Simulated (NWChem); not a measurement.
C4H6Si; SMILES C=CC#C[SiH3]

Results from NWChem. Pople sets run with spherical d functions. Coordinates come from a PBE0/def2-SVP optimisation.

### Question
Estimate the computed values for BHandHLYP/6-31G*. Quantities: highest occupied level (eV); orbital gap (eV); dipole (D).

### Answer
```yaml
highest occupied level (eV): -7.78
orbital gap (eV): 7.90
dipole (D): 1.19
```
